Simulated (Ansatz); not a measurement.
Computed with Ansatz on PBE0-D4/def2-TZVP structures; ΔE is electronic, products minus reactants. CCSD(T)/CBS is the MP2 limit (def2-TZVPP, def2-QZVPP) plus CCSD(T) − MP2 in def2-TZVPP, frozen cores. This one scheme is used for every species. Functionals use def2-TZVPP. B3LYP here is the variant with VWN-RPA as its local correlation; programs differ in this. For Ge, Se outer-core shells are correlated without core-valence functions, which leaves a few kJ/mol of doubt a bond. Scalar relativity is left out up to krypton. One conformer a species, not always the lowest.

Reaction (ligand exchange at a Ge–C bond): `O[CH2][GeH2][OH]` + `C[SeH]` → `C[Se][GeH2][OH]` + CH₃OH

`O[CH2][GeH2][OH]`:

Z-matrix (Å, degrees):
```
C
Ge 1 1.965
O 1 1.416 2 107.3
H 1 1.098 2 108.9 3 -121.7
H 1 1.097 2 108.3 3 121.5
O 2 1.789 1 107.8 3 -179.5
H 2 1.542 1 110.8 3 60.9
H 2 1.534 1 111.3 3 -64.2
H 3 0.960 1 109.0 2 177.5
H 6 0.959 2 112.5 1 -91.6
```

`C[SeH]`:

```xyz
6

C    -0.455    0.188    0.237
Se    0.588   -0.600   -1.208
H    -0.430   -0.449    1.118
H    -1.477    0.253   -0.133
H    -0.092    1.187    0.469
H     1.865   -0.578   -0.484
```

`C[Se][GeH2][OH]`:

Z-matrix (Å, degrees):
```
C
Se 1 1.958
H 1 1.088 2 110.2
H 1 1.088 2 110.1 3 -122.3
H 1 1.089 2 106.4 3 118.9
Ge 2 2.339 1 96.2 3 67.2
O 6 1.783 2 110.2 1 62.0
H 6 1.539 2 106.8 1 -177.0
H 6 1.534 2 112.1 1 -52.0
H 7 0.961 6 111.8 2 53.9
```

CH₃OH:

```xyz
6

C    -0.350   -0.054    0.033
O     0.845    0.687   -0.053
H    -1.164    0.663    0.151
H    -0.363   -0.729    0.898
H    -0.544   -0.642   -0.873
H     1.576    0.075   -0.156
```

```csv
level,ΔE (kcal/mol),difference from CCSD(T)/CBS
PBE-D4,-22.8,-1.0
r2SCAN-D4,-22.9,-1.1
PBE0-D4,-22.8,-1.0
B2PLYP,-22.0,-0.2
B3LYP,-21.6,0.2
HF/def2-TZVPP,-22.0,-0.2
MP2/def2-TZVPP,-22.6,-0.8
SCS-MP2/def2-TZVPP,-21.9,-0.1
CCSD/def2-TZVPP,-20.9,0.9
CCSD(T)/def2-TZVPP,-21.2,0.6
HF/def2-QZVPP,-21.9,-0.1
MP2/def2-QZVPP,-22.8,-1.0
SCS-MP2/def2-QZVPP,-22.0,-0.2
HF/CBS(def2),-21.8,0.0
MP2/CBS(def2),-23.1,-1.3
CCSD/CBS(def2),-21.5,0.3
CCSD(T)/CBS,-21.8,0
```

Largest T1 diagnostic among the species: 0.011.

The D4 term adds −1.0 kcal/mol with B3LYP and −0.6 kcal/mol with PBE0; it sums over pairs of atoms, weighted by their polarisabilities, and B3LYP, whose exchange is more repulsive, gets the larger term.

CCSD(T)/CBS has its own doubt, a few kJ/mol and more with outer-core shells, so smaller differences from it don't rank the levels.
